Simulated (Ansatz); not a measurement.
System: SbCl2 (charge +1, singlet). It need not be the lowest isomer of its formula. SMILES: [Cl][Sb+][Cl]
Coordinates optimised at B3LYP-D3(BJ)/def2-TZVP (Ansatz, a program for electronic structure):
```xyz
3

Sb     0.3695    -0.0286     0.4497
Cl     0.7858     0.3236    -1.7580
Cl    -1.8945    -0.2379     0.4089
```
Charge +1, spin multiplicity 1.

Quantity: vertical electron affinity (to the doublet state of charge +0; a negative value means that the extra electron is unbound and the number depends on the basis; each state is the SCF solution reached for its spin), in eV. Cores are frozen in the correlated levels unless marked. UHF or UKS for open shells. No spin-orbit coupling. Frozen are the shells of the preceding noble gas and the d and f shells that filled before the atom's block. In def2 rows, elements after Kr have scalar-relativistic effective core potentials. Basis-set limits of correlation are two-point, X^-3; Hartree-Fock from the larger set. The bracket is a focal-point correction in the basis named.

```json
[
 {"level": "HF/def2-QZVPPD", "program": "Ansatz", "vertical electron affinity (eV)": "8.07"}
]
```

Problem. Predict the RI-MP2/CBS(def2-TZVPPD,def2-QZVPPD)+[CCSD(T)-MP2]/def2-TZVPPD result (Ansatz).

Solution. 8.20 eV, so HF/def2-QZVPPD differs from it by -0.13 eV.
